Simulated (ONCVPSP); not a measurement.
## Si: excitation energies, all-electron against ONCV

silicon, optimised norm-conserving Vanderbilt (ONCV), made with ONCVPSP 4.0.1 (Wu-Cohen, fully relativistic). Core [Ne], reference 3s1 (charge +3). Waves: 3s: rc 1.80 bohr, ncon 4, nbas 7, qcut 3.8 1/bohr, 2 projectors, debl 2.5 Ha; p scattering state at 0.16 Ha: rc 1.45 bohr, ncon 4, nbas 7, qcut 6.3 1/bohr, 2 projectors, debl 3.1 Ha. Local part: polynomial inside 1.25 bohr (lpopt 5, dvloc0 0 Ha). Core correction: none.

Open shells are filled in proportion to 2j + 1.

In the p channel the program set the typed energies aside and used 0.050, 3.150 Ha (j = l + 1/2; the other j can differ).

Energies are relative to the spin-unpolarised reference configuration 3s1; without spin polarisation the order of configurations can differ from experiment.

| valence configuration | charge | ΔE all-electron (eV) | error AE − PS (meV) |
| --- | --- | --- | --- |
| 3s2 3p2 | 0 | -57.657 | +82 |
| 3s2 3p1 | +1 | -49.939 | +54 |
| 3s2 | +2 | -33.949 | +4.7 |
| 3s1 3p3 | 0 | -50.851 | +118 |

Note: no bound ghost flagged; GHOST(+) flagged for s at 117.3 eV.
